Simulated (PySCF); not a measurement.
**Working out the ionisation energy of Co⁺**

Co⁺ [Ar] 3d8 (3F) → Co²⁺ [Ar] 3d7 (4F). Computed with PySCF 2.14 in def2-TZVP (6s4p4d1f, 45 functions), with no relativity, point nucleus. Frozen: [Ar]. Energies in hartree (1 hartree = 27.21139 eV):

| part | Co⁺ (lower) | Co²⁺ (upper) |
| --- | --- | --- |
| UHF | -1381.107253 | -1380.579251 |
| MP2 opposite-spin | -0.142399 | -0.081670 |
| MP2 same-spin | -0.087550 | -0.062796 |

**Question.** What does Hartree-Fock give?

**Answer.** (-1380.579251) − (-1381.107253) = 0.528002 hartree = 14.368 eV.

**Question.** What do MP2 and SCS-MP2 (6/5 opposite-spin, 1/3 same-spin) give?

**Answer.** The opposite-spin parts differ by 1.653 eV and the same-spin parts by 0.674 eV. MP2: 14.368 + (1.653) + (0.674) = 16.695 eV. SCS-MP2: 14.368 + 1.2 × (1.653) + (0.674)/3 = 16.576 eV.

Reference: 17.084 eV (measured; NIST Atomic Spectra Database, ionization energies), between the lowest levels; spin-orbit coupling is absent from the calculation.

The calculation is non-relativistic.

What remains against the reference includes basis incompleteness, the frozen core and correlation beyond second order.
